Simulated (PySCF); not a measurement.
1,1,1-trifluoropropane (C3H5F3), SMILES CCC(F)(F)F. Atoms are numbered in the order given.

```xyz
11

C     -0.0905    -2.0822     0.0000
C      0.8036    -0.8443     0.0000
C      0.0219     0.4498     0.0000
F     -0.7744     0.5562     1.0852
F      0.8407     1.5206     0.0000
F     -0.7744     0.5562    -1.0852
H     -0.7351    -2.0989    -0.8912
H     -0.7351    -2.0989     0.8912
H      0.5225    -2.9948     0.0000
H      1.4555    -0.8220    -0.8868
H      1.4555    -0.8220     0.8868
```
Charge 0, spin multiplicity 1.

Geometry optimised at TPSSh-D3(BJ)/def2-SVP.

Method: PBE/pcSseg-1 run with PySCF.

GIAO shieldings, no solvent; atoms alike by connectivity are averaged. δ = σ(ref) − σ: ¹³C against TMS (σ = 182.0 ppm); ¹⁹F against CFCl3 (σ = 133.6 ppm); ¹H against TMS (σ = 31.49 ppm), references at their B3LYP-D3(BJ)/def2-TZVP geometries, non-relativistic.

```
atoms       nucleus  count  δ (ppm)
----------  -------  -----  -------
C3              ¹³C      1    143.4
C2              ¹³C      1     34.6
C1              ¹³C      1        …
F4, F5, F6      ¹⁹F      3        …
H10, H11         ¹H      2     2.14
H7, H8, H9       ¹H      3        …
```

What belongs in the gaps? (Estimate from the structure and the level; the computed values follow.)


- C1, δ (ppm): 11.1
- H7, H8, H9, δ (ppm): 1.41
- F4, F5, F6, δ (ppm): -106.6
